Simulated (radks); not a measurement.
Values are calculated unless marked as measured or tabulated.
Excited configurations of H I: one electron is placed in a higher orbital outside the bare nucleus. The ground configuration is 1s1. Level of theory: non-relativistic Kohn-Sham, PBE, spin-unpolarised, spherical densities, point nucleus; without spin polarisation the odd electron is poorly described (a radial shooting solver on a logarithmic mesh with Libxc functionals). Excitation = E - E(ground); binding = E(ion) - E, where the ion is the core of charge +1; n* = 1/sqrt(2 binding) in atomic units, and the quantum defect is n - n*.

outer orbital,excitation (eV),binding (eV),n*,quantum defect,<r> (bohr)
3s,10.855,1.633,2.886,0.114,12.85
3p,10.878,1.610,2.907,0.093,12.08
4d,11.548,0.940,3.804,0.196,20.10
5d,11.859,0.629,4.651,0.349,32.41
6f,12.041,0.447,5.517,0.483,44.89

The Delta-SCF ionisation energy is 12.488 eV (NIST Atomic Spectra Database: 13.598 eV, theoretical). Self-interaction in the functional shifts the binding energies and quantum defects, so they are the method's values and not measured ones. Spin polarisation and multiplet splitting are left out, so open shells lie too high by an amount that depends on their filling.
